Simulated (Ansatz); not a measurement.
Ansatz (an electronic-structure program) input (r2SCAN/def2-TZVPD):

Ansatz 0.2 input:
```yaml
crystal:
  periodic: [false, false, false]
  atoms:
    - {symbol: C, position_ang: [-0.60068091, 2.07189595, 0.08495301]}
    - {symbol: Si, position_ang: [-0.25790028, 0.44217456, -0.50797148]}
    - {symbol: C, position_ang: [-1.76555088, -0.72690895, -0.52213764]}
    - {symbol: Si, position_ang: [1.37112574, -0.93836051, 0.65769192]}
    - {symbol: H, position_ang: [0.10082178, 2.86817107, -0.16169863]}
    - {symbol: H, position_ang: [-1.02287636, 2.18519707, 1.08410327]}
    - {symbol: H, position_ang: [0.31723296, 0.43620805, -1.89882529]}
    - {symbol: H, position_ang: [-2.55524411, -0.31329213, -1.15531801]}
    - {symbol: H, position_ang: [-1.50745330, -1.72847685, -0.87915173]}
    - {symbol: H, position_ang: [-2.16799927, -0.82425931, 0.49067685]}
    - {symbol: H, position_ang: [1.02046833, -1.10634256, 2.11073055]}
    - {symbol: H, position_ang: [1.70433636, -2.35545094, 0.23604376]}
    - {symbol: H, position_ang: [2.72294771, -0.28507295, 0.70046061]}
basis:
  gaussian:
    orbitals: def2-TZVPD
hamiltonian:
  xc: {name: r2SCAN}
total_charge: -1
output: {forces: true}
```

End of the output:

```
integrals: 0.19 GiB planned
1357 factors; their error is unknown
0.40 GiB of the device are held for the grids
1.33 GiB of device memory are held for the factors and their scratch space
mean field: 1.18 GiB planned
mean field evaluation 1: about -17963.2947 eV, gradient 6.7e1 eV
mean field evaluation 2: about -17920.5673 eV, gradient 1.1e2 eV
mean field evaluation 4: about -17974.0039 eV, gradient 1.1e1 eV
mean field evaluation 8: about -17974.2949 eV, gradient 3.0e-1 eV
mean field evaluation 16: about -17974.2631 eV, gradient 1.9e-3 eV
mean field -17974.26311027 eV, -660.5419859094 hartree, gradient 6.7e-5 eV, S^2 0.000000; 0 other end points of the search recorded, 0 dependent functions left out
the calculation of the forces begins
reference -17974.26313500 eV, -660.5419868182 hartree; 25, 25 occupied and 216, 216 virtual orbitals, 1357 factors
Total energy: -17974.26313500 eV, -660.5419868182 hartree
Atom 0 at    -0.600681     2.071896     0.084953 Å, force    -0.036837     0.015732    -0.031909 eV/Å
Atom 1 at    -0.257900     0.442175    -0.507971 Å, force    -0.029793    -0.160323     0.069222 eV/Å
Atom 2 at    -1.765551    -0.726909    -0.522138 Å, force     0.092959     0.061734    -0.001226 eV/Å
Atom 3 at     1.371126    -0.938361     0.657692 Å, force    -0.070602     0.074623    -0.061759 eV/Å
Atom 4 at     0.100822     2.868171    -0.161699 Å, force     0.037945     0.049232    -0.001276 eV/Å
Atom 5 at    -1.022876     2.185197     1.084103 Å, force    -0.016548     0.014573     0.060620 eV/Å
Atom 6 at     0.317233     0.436208    -1.898825 Å, force     0.026655     0.006120    -0.067048 eV/Å
Atom 7 at    -2.555244    -0.313292    -1.155318 Å, force    -0.035338     0.020541    -0.027098 eV/Å
Atom 8 at    -1.507453    -1.728477    -0.879152 Å, force     0.006415    -0.035829    -0.006980 eV/Å
Atom 9 at    -2.167999    -0.824259     0.490677 Å, force    -0.016119    -0.002398     0.033706 eV/Å
Atom 10 at     1.020468    -1.106343     2.110731 Å, force    -0.011864    -0.003084     0.041967 eV/Å
Atom 11 at     1.704336    -2.355451     0.236044 Å, force     0.017259    -0.058546    -0.011042 eV/Å
Atom 12 at     2.722948    -0.285073     0.700461 Å, force     0.035867     0.017624     0.002822 eV/Å
Dipole moment:    -0.063642    -0.638437    -0.049048 e Å
```

It need not be the lowest isomer of its formula. Whether it binds its extra electron was not tested at this geometry.
